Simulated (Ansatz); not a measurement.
`FC[C]1=[C]([SiH3])[AlH]1`, relaxed with RKS PBE-D4/def2-SVP in the Gaussian-basis code of Ansatz from a rough embedded geometry. The force threshold is 0.03 eV/Å; the program also tests the step.

Total charge 0; spin multiplicity 1.

Start:

```xyz
12

F     2.594    0.077    0.158
C     1.739    0.557    1.137
C     0.330    0.605    0.615
C    -0.604   -0.070   -0.305
Si   -1.014   -1.287   -1.551
Al   -1.296    1.323    0.760
H     1.817   -0.170    1.984
H     2.043    1.545    1.439
H     0.257   -1.544   -2.322
H    -2.049   -0.799   -2.411
H    -1.414   -2.513   -0.862
H    -2.402    2.276    1.359
```

(1) By how much does the energy fall, and how many steps does the optimiser take? (Best estimate.)

(2) Which bonds change most? (Estimate.)

(3) Give the relaxed structure. (Best estimate.)

## Answers

(1) Computed: 92.23 kJ/mol, in 15 steps, 1 of them rejected.

(2) The calculation gave: C3–Al6 from 1.783 to 1.882 Å; C4–Si5 from 1.790 to 1.879 Å; C3–C4 from 1.474 to 1.391 Å; Si5–H10 from 1.432 to 1.506 Å.

(3) Ansatz gave: 
```xyz
12

F     1.914   -0.777    0.124
C     1.526    0.251    0.985
C     0.127    0.689    0.763
C    -0.799    0.219   -0.163
Si   -0.659   -1.126   -1.468
Al   -1.516    1.595    0.907
H     1.650   -0.101    2.035
H     2.219    1.112    0.844
H     0.419   -0.808   -2.470
H    -1.963   -1.235   -2.214
H    -0.378   -2.466   -0.842
H    -2.539    2.647    1.499
```
